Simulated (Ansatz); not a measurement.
The cluster Co2Pt, relaxed as a singlet with RKS PBE-D4/def2-TZVP in Ansatz, starting from the GFN2-xTB geometry. Force threshold 0.02 eV/Å.

In the def2 sets Pt takes a core potential; there is no spin–orbit coupling. A triplet lies near this restricted singlet, and broken spin symmetry wasn't tried. An occupied level lies above an empty one. At PBE-D4/def2-TZVP a quintet of charge 0 lies 1.69 eV below the restricted singlet, each at its own geometry. The structure comes from a short search, and lower isomers may exist.

Start:

```xyz
3

Pt    0.698   -0.294    1.226
Co   -0.882    0.894   -0.132
Co    0.184   -0.600   -1.095
```

```tsv
step	energy (eV)	largest force component (eV/Å)	SCF passes
1	-78489.5866	1.032	158
2	-78489.6300	0.080	38
3	-78489.6306	0.026	34
4	-78489.6307	0.001	30
```

Force components are those of the run's own axes.

End:

```xyz
3

Pt    0.6726   -0.2832    1.1820
Co   -0.8742    0.8953   -0.1044
Co    0.2017   -0.6121   -1.0777
```

By distances, no bond broke or formed. The bond that changes most is Pt1–Co2, from 2.40 to 2.33 Å (atoms count from 1).

No frequencies were taken in this run, so the end may be a saddle point.

Hardware: 4 threads of Arm Neoverse V1 on a shared host. Wall time 8 s.
